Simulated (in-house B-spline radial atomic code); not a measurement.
Configurations of the zinc ion Zn⁸⁺, with energies counted from [Ar] 3d4. Computed with a B-spline radial code for spherical atoms: scalar-relativistic (X2C) LDA PW92, spin-polarised, spherical fractional occupations, Fermi nucleus of rms radius 3.9283 fm. Shells without spins written out take the highest spin.

Occupations are held fixed; configurations that lie above the ionisation limit could autoionise.

| configuration | E - E(ref) (eV) | highest orbital | its <r> (bohr) |
| --- | --- | --- | --- |
| [Ar] 3d(2 up, 2 down) | 6.9282 | 3d up | 0.6479 |
| [Ne] 3s2 3p5 3d5 | 67.305 | 3d up | 0.6448 |
| [Ar] 3d(1 up, 2 down) 4d(0 up, 1 down) | 116.08 | 4d down | 1.677 |
| [Ne] 3s2 3p5 3d4 4p1 | 157.18 | 4p up | 1.518 |
| [Ne] 3s2 3p5 3d4 4d1 | 180 | 4d up | 1.668 |
| [Ne] 3s2 3p(2 up, 3 down) 3d(3 up, 1 down) 4d(1 up, 0 down) | 191.5 | 4d up | 1.677 |
| [Ne] 3s2 3p5 3d4 4f1 | 199.93 | 4f up | 1.779 |

(1) Order these further configurations by energy, lowest first.
A. [Ar] 3d3 4f1
B. [Ar] 3d3 4d1
C. [Ne] 3s2 3p5 3d4 4s1
D. [Ne] 3s2 3p(3 up, 2 down) 3d(1 up, 3 down) 4s(1 up, 0 down)
E. [Ar] 3d(1 up, 3 down)

(2) How far above the reference does [Ar] 3d3 4p1 lie?

(3) How far above the reference does [Ar] 3d(1 up, 2 down) 4f(0 up, 1 down) lie?

(4) How far above the reference does [Ar] 3d3 4s1 lie?

## Answers

(1) E (5.2047 eV), B (112.02 eV), A (132.03 eV), C (142.31 eV), D (154.49 eV).

(2) 89.324 eV; its least bound orbital is 4p up with <r> = 1.522 bohr.

(3) 136.02 eV; its least bound orbital is 4f down with <r> = 1.798 bohr.

(4) 74.489 eV; its least bound orbital is 4s up with <r> = 1.441 bohr.
